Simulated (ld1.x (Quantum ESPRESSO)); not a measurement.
**N (Z = 7): excitation energies, all-electron against RRKJ**

ld1.x (Quantum ESPRESSO) 7.5 input, shortened:

```
&input
   title='N', zed=7., rel=1, dft='PW91', iswitch=3,
   config='[He] 2s2 2p3'
 /
 &inputp
   pseudotype=2, tm=.false., rho0=0.001, lloc=0,
   nlcc=.false.
 /
2
2P  2  1   3.00   0.00  1.85  1.85  0.0
2S  1  0   2.00   0.00  0.90  0.90  0.0
 &test
   configts(1)='2s2 2p3'
 /
```

Energies are relative to the spin-unpolarised reference configuration 2s2 2p3; without spin polarisation the order of configurations can differ from experiment.

Task: Give the all-electron excitation energy and the error of the potential for: 2s2 2p2; 2s2 2p1; 2s2 2p0; 2s1 2p0; 2s1 2p3; 2s2 2p2.5; 2s2 2p3.3.

Result:

```json
{"valence configuration": "2s2 2p2", "charge": "+1", "ΔE all-electron (eV)": "13.672", "error AE − PS (meV)": "+37"}
{"valence configuration": "2s2 2p1", "charge": "+2", "ΔE all-electron (eV)": "42.627", "error AE − PS (meV)": "+356"}
{"valence configuration": "2s2 2p0", "charge": "+3", "ΔE all-electron (eV)": "89.816", "error AE − PS (meV)": "+1518"}
{"valence configuration": "2s1 2p0", "charge": "+4", "ΔE all-electron (eV)": "167.715", "error AE − PS (meV)": "+2527"}
{"valence configuration": "2s1 2p3", "charge": "+1", "ΔE all-electron (eV)": "25.423", "error AE − PS (meV)": "-66"}
{"valence configuration": "2s2 2p2.5", "charge": "+0.5", "ΔE all-electron (eV)": "5.131", "error AE − PS (meV)": "+4.9"}
{"valence configuration": "2s2 2p3.3", "charge": "-0.3", "ΔE all-electron (eV)": "-1.639", "error AE − PS (meV)": "+0.5"}
```

Levels in the configuration 2s2 2p2:

```tsv
level	all-electron (eV)	pseudo (eV)
2s	-32.524	-32.521
2p	-20.780	-20.666
```

ld1.x printed “convergence not achieved” for 7 of the counted tests; their residual had stalled under 1e-8, short of the target of 1e-14.
